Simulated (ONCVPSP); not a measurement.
# tin: one change to an ONCV potential, before and after

* Element: Sn (Z = 50)
* Generator: ONCVPSP 4.0.1
* Type: optimised norm-conserving Vanderbilt (ONCV)
* Functional: PBEsol
* Relativity: scalar-relativistic
* Frozen core: [Kr] 4d10
* Valence charge: 4
* Reference configuration: 5s2 5p2
* Partial waves: 5s: rc 2.15 bohr, ncon 3, nbas 7, qcut 2.7 1/bohr, 2 projectors, debl 1.6 Ha; 5p: rc 2.30 bohr, ncon 4, nbas 7, qcut 3.9 1/bohr, 1 projector; d scattering state at 0.13 Ha: rc 2.35 bohr, ncon 4, nbas 9, qcut 4.1 1/bohr, 3 projectors, debl 1.5 Ha
* Local potential: polynomial inside 2.15 bohr (lpopt 1, dvloc0 2 Ha)
* Core correction: Teter function, fcfact 5.25, rcfact 1.7

Change: p: rc 2.42.

Cutoffs: the cutoffs (Ha) at which the residual kinetic energy of the hardest occupied pseudo-wave falls to 1 and 0.1 mHa per electron; they do not see the model core or the augmentation charge, which bear on the density cutoff. Errors are all-electron minus pseudo energies relative to the spin-unpolarised reference configuration.

Task: Predict the effect on cutoff, ghosts and configuration errors.

Result: The potential gets neither clearly harder nor softer (16 Ha and 35 Ha → 16 Ha and 35 Ha); both files keep a bound ghost (d); the errors of the 4 common tests hardly move.

| quantity | base | changed |
| --- | --- | --- |
| cutoff, loose | 16 Ha | 16 Ha |
| cutoff, tight | 35 Ha | 35 Ha |
| loose cutoff by channel | s 16 Ha, p 5.4 Ha | s 16 Ha, p 5.3 Ha |
| bound ghosts | d | d |
| GHOST(+) flags under 300 eV | s at 118.9 eV | s at 118.9 eV |
| error for 5s2 5p1, meV [ΔE 6.90 eV] | -92 | -92 |
| error for 5s2 5p0, meV [ΔE 20.87 eV] | -509 | -509 |
| error for 5s1 5p0, meV [ΔE 51.89 eV] | -1377 | -1380 |
| error for 5s2 5p1.5, meV [ΔE 2.63 eV] | -19 | -19 |
| s: phases at 2.18 bohr within 0.05 rad from the reference energy up to (Ha; the scan ends near 5) | 3.0 | 3.0 |
| d: phases at 2.39 bohr within 0.05 rad from the reference energy up to (Ha; the scan ends near 5) | 4.7 | 4.7 |
| rms error of d²Exc/dni dnj with the model core, mHa | 6.32 | 6.33 |

Base: The cutoffs count occupied waves only; projector 3 of the d channel, the hardest unoccupied one, needs 82 Ha at the loose tolerance. Changed file: The cutoffs count occupied waves only; projector 3 of the d channel, the hardest unoccupied one, needs 82 Ha at the loose tolerance. A true bound ghost makes a file unfit for plane-wave use even where its test errors are small: the radial tests pick states by their node count and pass the ghost by.
